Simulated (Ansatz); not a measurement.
Input file for Ansatz (a first-principles code): U-r2SCAN/cc-pVTZ on CH4BeSe (SMILES [CH3][Be][SeH]), a point of a bond scan (R = 1.094 Å).

Ansatz 0.2 input:
```yaml
crystal:
  periodic: [false, false, false]
  atoms:
    - {symbol: Be, position_ang: [0.84087454, -0.76089314, -0.21395214]}
    - {symbol: C, position_ang: [2.06337196, -1.85751166, -0.53818992]}
    - {symbol: H, position_ang: [1.68770817, -2.88279023, -0.61050377]}
    - {symbol: H, position_ang: [2.83970476, -1.84920725, 0.23293687]}
    - {symbol: H, position_ang: [2.55737254, -1.63238092, -1.48948226]}
    - {symbol: Se, position_ang: [-0.64194585, 0.60717560, 0.13442119]}
    - {symbol: H, position_ang: [-1.00235638, -0.09094968, 1.38167697]}
basis:
  gaussian:
    orbitals: cc-pVTZ
hamiltonian:
  xc: {name: r2SCAN}
magnetization: {spin_polarized: true, initial_magnetization: 0}
```

It printed:

```
WARN ansatz: RAYON_NUM_THREADS=1 ignored (pool sized by the plan → 1); use --threads N
Functional definition: r2SCAN
integrals: 0.07 GiB planned
946 factors; their error is unknown
mean field: 0.68 GiB planned
mean field evaluation 1: about -66847.2172 eV, gradient 4.1e1 eV
mean field evaluation 2: about -66840.6873 eV, gradient 4.9e1 eV
mean field evaluation 4: about -66854.7712 eV, gradient 3.0e0 eV
mean field evaluation 8: about -66854.8168 eV, gradient 7.7e-2 eV
mean field evaluation 16: about -66854.7870 eV, gradient 4.1e-5 eV
mean field -66854.78703826 eV, -2456.8681078536 hartree, gradient 1.1e-5 eV, S^2 0.000000; 0 other end points of the search recorded, 0 dependent functions left out
reference -66854.78705229 eV, -2456.8681083695 hartree; 24, 24 occupied and 135, 135 virtual orbitals, 946 factors
Total energy: -66854.78705229 eV, -2456.8681083695 hartree
```

Self-consistency was reached.

Cost: about 6 core-seconds (a rough figure).
